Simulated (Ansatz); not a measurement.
System: bromo(trimethyl)silane, C3H9BrSi (charge 0, singlet). SMILES: C[Si](C)(C)Br
Geometry: optimised at B3LYP-D3(BJ)/def2-TZVP (Ansatz, a program for electronic structure).

Property: vertical triplet-singlet gap (E(triplet) - E(singlet); each state is the SCF solution reached for its spin; the molecule has degenerate orbitals, so one determinant may break the symmetry; for the triplet T1 is 0.071), in kcal/mol. Cores are frozen in the correlated levels unless marked. UHF or UKS for open shells. No spin-orbit coupling. The frozen core is the preceding noble-gas configuration, with the filled d and f shells of earlier blocks. No relativistic terms. CBS marks a two-point X^-3 extrapolation of the correlation energy; Hartree-Fock from the larger set. [CCSD(T)-MP2]/basis is that difference in the basis named.

| level | program | vertical triplet-singlet gap (kcal/mol) |
|---|---|---|
| HF/def2-SVPD | Ansatz | 165.0 |
| HF/def2-TZVPPD | Ansatz | 161.6 |

Question: What does RI-MP2/CBS(def2-TZVPPD,def2-QZVPPD)+[CCSD(T)-MP2]/def2-TZVPPD (Ansatz) give?

Answer: 168.4 kcal/mol
